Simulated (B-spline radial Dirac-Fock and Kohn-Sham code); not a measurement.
## Auger parameter of ruthenium: the K level and its strongest K-LL line

Model: Dirac-Fock (average of configuration) total-energy differences with a finite nucleus, the Breit interaction including its frequency dependence, and self-energy and vacuum-polarisation corrections. Program: a B-spline atomic structure program. The modified Auger parameter α′ is the binding energy plus the kinetic energy of the Auger electron; it does not depend on the energy zero. For free ions it tends to fall with charge, since less charge screens the final holes.

```tsv
species	configuration	binding 1s (eV)	Auger line	kinetic (eV)	α′ (eV)
Ru	[Kr] 4d7 5s1	22125.4	L2L3 J=2	16176.4	38301.8
Ru	[Kr] 4d6 5s1 5p1	22131.4	L2L3 J=2	16168.8	38300.2
Ru⁺	[Kr] 4d7	22133.7	L2L3 J=2	16166.6	38300.3
Ru²⁺	[Kr] 4d6	22148.3	L2L3 J=2	16149.1	38297.4
Ru²⁺ (Watson 1.6 Å)	[Kr] 4d6	22130.6	L2L3 J=2	16167.0	38297.6
Ru³⁺	[Kr] 4d5	22164.9	L2L3 J=2	16129.8	38294.7
Ru³⁺	[Kr] 4d4 5s1	22171.0	L2L3 J=2	16121.9	38292.9
Ru³⁺ (Watson 2.4 Å)	[Kr] 4d5	22146.9	L2L3 J=2	16147.8	38294.7
Ru³⁺ (Watson 2.7 Å)	[Kr] 4d5	22148.9	L2L3 J=2	16145.8	38294.7
Ru⁴⁺	[Kr] 4d4	22183.2	L2L3 J=2	16108.9	38292.1
Ru⁴⁺	[Kr] 4d2 5s2	22197.0	L2L3 J=2	16091.6	38288.6
Ru⁴⁺ (Watson 1.8 Å)	[Kr] 4d4	22151.2	L2L3 J=2	16140.9	38292.1
Ru⁵⁺	[Kr] 4d3	22203.1	L2L3 J=2	16086.4	38289.6
Ru⁵⁺ (Watson 1.6 Å)	[Kr] 4d3	22158.2	L2L3 J=2	16131.4	38289.6
Ru⁶⁺	[Kr] 4d2	22224.6	L2L3 J=2	16062.5	38287.1
Ru⁶⁺ (Watson 2.4 Å)	[Kr] 4d2	22188.6	L2L3 J=2	16098.5	38287.1
Ru⁷⁺	[Kr] 4d1	22247.4	L2L3 J=2	16037.2	38284.7
Ru⁷⁺ (Watson 2.2 Å)	[Kr] 4d1	22201.6	L2L3 J=2	16083.1	38284.7
```

Values without a named source are computed, but for edge energies of neutral atoms, which are taken from tables.
